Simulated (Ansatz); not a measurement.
Frontier orbitals of CH₂BClS₂ (`S=CB(S)Cl`).

Cartesian coordinates in Å:
```
S -1.703 1.744 0.314
C -0.608 0.718 -0.269
B 0.169 -0.343 0.585
S 1.380 -1.417 -0.169
Cl -0.109 -0.522 2.295
H -0.381 0.757 -1.339
H 1.253 -0.937 -1.418
```

The species carries charge 0 and has multiplicity 1. The structure was optimised at the PBE0-D4/def2-TZVP level. It is one conformer, not always the lowest. Basis def2-TZVPP, Ansatz.

| functional | HOMO (eV) | LUMO (eV) | gap (eV) |
| --- | --- | --- | --- |
| PBE | -5.50 | -4.32 | 1.18 |
| PBE0 | -6.78 | -3.52 | 3.26 |
| B3LYP | -6.53 | -3.66 | 2.87 |
| r2SCANh | -6.22 | -3.99 | 2.23 |
| r2SCAN0 | -6.94 | -3.52 | 3.42 |
| ωB97M-V | -9.00 | -1.42 | 7.58 |
| HF | -9.73 | -0.02 | 9.71 |

Against PBE, PBE0 changes HOMO and LUMO by −1.28 and +0.79 eV, ωB97M-V by −3.50 and +2.90 eV. A gap of 1.18 eV thus becomes 7.58 eV for the same molecule, so an orbital gap means little without its functional.

B3LYP here is the variant with VWN-RPA as its local correlation; programs differ in this.
